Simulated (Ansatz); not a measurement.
Geometry optimisation, Ansatz, RKS PBE/def2-SVP.

Input file:

```yaml
crystal:
  periodic: [false, false, false]
  atoms:
    - { symbol: Zn, position_ang: [-0.274249, -0.14243, 0.014922] }
    - { symbol: O, position_ang: [-0.280602, -0.32159, 1.799918] }
    - { symbol: H, position_ang: [-1.1341, -0.091887, 2.211565] }
    - { symbol: Cl, position_ang: [-0.402829, -0.084085, -2.088273] }
    - { symbol: S, position_ang: [2.822149, 0.802444, 1.24196] }
    - { symbol: H, position_ang: [3.17845, -0.509235, 1.322533] }
    - { symbol: H, position_ang: [1.717481, 0.578784, 2.050475] }
basis:
  gaussian: { orbitals: def2-SVP }
hamiltonian:
  xc: pbe
relax:
  f_tol: 0.03
  max_steps: 50
output:
  orbitals: {}
```

Command:

```bash
$ ansatz run input.yaml --threads 2 --pin off --max-ram 3072MiB --backend cpu --events-out ev --progress --plain --runs-dir out
```

Q: Where does it end, and by what steps?

A: It converged. After 8 steps the energy has fallen by 0.223 eV; Zn1 moved furthest, 0.48 Å. Joined: Zn1–S5 (3.46 → 2.63 Å).

| step | energy less start (eV) | largest force component (eV/Å) | accepted |
| --- | --- | --- | --- |
| 0 | 0.0000 | 0.502 | yes |
| 1 | -0.1023 | 0.336 | yes |
| 2 | -0.1866 | 0.393 | yes |
| 3 | -0.2015 | 0.479 | yes |
| 4 | -0.1532 | 2.052 | no |
| 5 | -0.2203 | 0.085 | yes |
| 6 | -0.2216 | 0.072 | yes |
| 7 | -0.2222 | 0.058 | yes |
| 8 | -0.2228 | 0.022 | yes |

```xyz
7
Properties=species:S:1:pos:R:3
Zn 0.175 0.014 0.087
O -0.131 -0.138 1.896
H -1.037 -0.192 2.246
Cl -0.258 -0.125 -1.990
S 2.488 0.735 1.100
H 2.925 -0.554 1.169
H 1.464 0.492 2.045
```

Time of the run: 18 s on 2 threads of Arm Neoverse V1, on a shared host, peak memory 0.15 GiB.
